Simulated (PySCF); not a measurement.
# Spinor energies of Te⁺ (tellurium, charge +1)

Start: [Kr] 4d10 5s1 5p3 6s1; 5s1/2 filled at m_j = +1/2; 5p3/2 filled at m_j = -1/2, +1/2, +3/2; 6s1/2 filled at m_j = +1/2. Calculated with PySCF 2.14 in x2c-SVPall-2c with one added diffuse shell each of s, p type (7s9p4d, 54 functions): generalised Hartree-Fock with the X2C-1e Hamiltonian and a Gaussian nucleus; one run each with spin-orbit coupling (SO) switched off, then screened by Boettger's factors. This is a chosen level, not necessarily the ground level.

```json
{"spinor shell": "1s1/2", "electrons": "2", "ε, spin-free (eV)": "-31984.5", "ε, screened SO (eV)": "-31981.2", "weight of nominal j (screened SO)": "1.000", "rms radius, screened SO (bohr)": "0.0319"}
{"spinor shell": "2s1/2", "electrons": "2", "ε, spin-free (eV)": "-5015.2", "ε, screened SO (eV)": "-5014.2", "weight of nominal j (screened SO)": "1.000", "rms radius, screened SO (bohr)": "0.130"}
{"spinor shell": "2p1/2", "electrons": "2", "ε, spin-free (eV)": "-4498.1", "ε, screened SO (eV)": "-4689.0", "weight of nominal j (screened SO)": "1.000", "rms radius, screened SO (bohr)": "0.112"}
{"spinor shell": "2p3/2", "electrons": "4", "ε, spin-free (eV)": "-4498.1", "ε, screened SO (eV)": "-4411.5", "weight of nominal j (screened SO)": "1.000", "rms radius, screened SO (bohr)": "0.117"}
{"spinor shell": "3s1/2", "electrons": "2", "ε, spin-free (eV)": "-1052.6", "ε, screened SO (eV)": "-1052.3", "weight of nominal j (screened SO)": "1.000", "rms radius, screened SO (bohr)": "0.343"}
{"spinor shell": "3p1/2", "electrons": "2", "ε, spin-free (eV)": "-880.30", "ε, screened SO (eV)": "-916.88", "weight of nominal j (screened SO)": "1.000", "rms radius, screened SO (bohr)": "0.335"}
{"spinor shell": "3p3/2", "electrons": "4", "ε, spin-free (eV)": "-880.30", "ε, screened SO (eV)": "-863.52", "weight of nominal j (screened SO)": "1.000", "rms radius, screened SO (bohr)": "0.347"}
{"spinor shell": "3d3/2", "electrons": "4", "ε, spin-free (eV)": "-619.91", "ε, screened SO (eV)": "-626.21", "weight of nominal j (screened SO)": "1.000", "rms radius, screened SO (bohr)": "0.320"}
{"spinor shell": "3d5/2", "electrons": "6", "ε, spin-free (eV)": "-619.91", "ε, screened SO (eV)": "-615.39", "weight of nominal j (screened SO)": "1.000", "rms radius, screened SO (bohr)": "0.323"}
{"spinor shell": "4s1/2", "electrons": "2", "ε, spin-free (eV)": "-208.62", "ε, screened SO (eV)": "-208.52", "weight of nominal j (screened SO)": "1.000", "rms radius, screened SO (bohr)": "0.816"}
{"spinor shell": "4p1/2", "electrons": "2", "ε, spin-free (eV)": "-152.74", "ε, screened SO (eV)": "-159.67", "weight of nominal j (screened SO)": "0.997", "rms radius, screened SO (bohr)": "0.860"}
{"spinor shell": "4p3/2", "electrons": "4", "ε, spin-free (eV)": "-152.74", "ε, screened SO (eV)": "-149.50", "weight of nominal j (screened SO)": "0.999", "rms radius, screened SO (bohr)": "0.884"}
{"spinor shell": "4d3/2", "electrons": "4", "ε, spin-free (eV)": "-68.187", "ε, screened SO (eV)": "-69.148", "weight of nominal j (screened SO)": "0.919", "rms radius, screened SO (bohr)": "1.05"}
{"spinor shell": "5s1/2", "electrons": "1", "ε, spin-free (eV)": "-37.312", "ε, screened SO (eV)": "-37.261", "weight of nominal j (screened SO)": "1.000", "rms radius, screened SO (bohr)": "2.12"}
{"spinor shell": "5p3/2", "electrons": "3", "ε, spin-free (eV)": "-23.329", "ε, screened SO (eV)": "-23.349", "weight of nominal j (screened SO)": "0.617", "rms radius, screened SO (bohr)": "2.51"}
{"spinor shell": "6s1/2", "electrons": "1", "ε, spin-free (eV)": "-8.426", "ε, screened SO (eV)": "-8.419", "weight of nominal j (screened SO)": "1.000", "rms radius, screened SO (bohr)": "5.29"}
```

Task: Where does 4d5/2 lie, and what is the 4d spin-orbit splitting (screened SO)?

Result: At -67.449 eV, 1.699 eV above 4d3/2.

```json
{"quantity": "E (hartree)", "spin-free": "-6788.40726", "screened SO": "-6790.25588"}
{"quantity": "M_J", "spin-free": "5/2", "screened SO": "5/2"}
{"quantity": "⟨J²⟩", "spin-free": "8.753", "screened SO": "8.753"}
{"quantity": "⟨L²⟩", "spin-free": "0.000", "screened SO": "0.045"}
{"quantity": "⟨S²⟩", "spin-free": "8.753", "screened SO": "8.702"}
```

Each row is a mean over spinors that exchange with the open shell spreads, by up to 1.391 eV (4s1/2).

Rows whose weight is well below 1 are mixtures of j = l ± 1/2: exchange outweighs spin-orbit coupling there, and the label is only the starting occupation.

Breit and QED terms are absent; they matter most for the inner s and p1/2 levels.

Densities and radii are taken from the X2C orbitals without a picture-change correction, which distorts them close to the nucleus.

Without spin-orbit coupling the j labels of p, d and f shells carry no meaning; the spin-free column gives the mean over the occupied spinors of each nl shell.
